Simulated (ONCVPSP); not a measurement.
**osmium (Os): one change to an ONCV potential, before and after**

Os, optimised norm-conserving Vanderbilt (ONCV), made with ONCVPSP 4.0.1 (LDA (Perdew-Zunger), scalar-relativistic). Core [Kr] 4d10 4f14, reference 5s2 5p6 5d6 6s2. Waves: 5s+6s: rc 1.55 bohr, ncon 3, nbas 8, qcut 9.7 1/bohr, 2 projectors; 5p: rc 1.45 bohr, ncon 4, nbas 8, qcut 9.1 1/bohr, 2 projectors, debl 2.2 Ha; 5d: rc 2.50 bohr, ncon 5, nbas 10, qcut 7.3 1/bohr, 1 projector. Local part: polynomial inside 1.35 bohr (lpopt 5, dvloc0 0 Ha). Core correction: Teter function, fcfact 5.75, rcfact 1.3.

Change: core correction Teter function, fcfact 5.75, rcfact 1.54.

Cutoffs: the cutoffs (Ha) at which the residual kinetic energy of the hardest occupied pseudo-wave falls to 1 and 0.1 mHa per electron; they do not see the model core or the augmentation charge, which bear on the density cutoff. Errors are all-electron minus pseudo energies relative to the spin-unpolarised reference configuration.

Task: What does the change do?

Result: The potential gets neither clearly harder nor softer (30 Ha and 36 Ha → 30 Ha and 36 Ha); of the 4 tests that both files solve, the error grows in 3 and shrinks in 1 by more than 15 % and 0.3 meV (median size 6.1 → 7.9 meV); neither file shows a bound ghost. A model core, the more so a compact one, raises the density cutoff, which this test does not measure.

| quantity | base | changed |
| --- | --- | --- |
| cutoff, loose | 30 Ha | 30 Ha |
| cutoff, tight | 36 Ha | 36 Ha |
| bound ghosts | none | none |
| GHOST(+) flags under 300 eV | s at 289.6 eV | s at 289.6 eV |
| error for 5s2 5p6 5d6 6s1, meV [ΔE 9.86 eV] | -3.2 | -3.8 |
| error for 5s2 5p6 5d6 6s0, meV [ΔE 27.15 eV] | -9.0 | -12 |
| error for 5s2 5p6 5d5 6s0, meV [ΔE 56.30 eV] | -14 | -19 |
| error for 5s2 5p6 5d5 6s2 6p1, meV [ΔE 6.15 eV] | +3.2 | -1.3 |
| s: phases at 1.57 bohr within 0.05 rad from the reference energy up to (Ha; the scan ends near 5) | to the end of the scan | to the end of the scan |
| p: phases at 1.47 bohr within 0.05 rad from the reference energy up to (Ha; the scan ends near 5) | to the end of the scan | to the end of the scan |
| d: phases at 2.53 bohr within 0.05 rad from the reference energy up to (Ha; the scan ends near 5) | 5.0 | 5.0 |
| rms error of d²Exc/dni dnj with the model core, mHa | 1.14 | 1.49 |
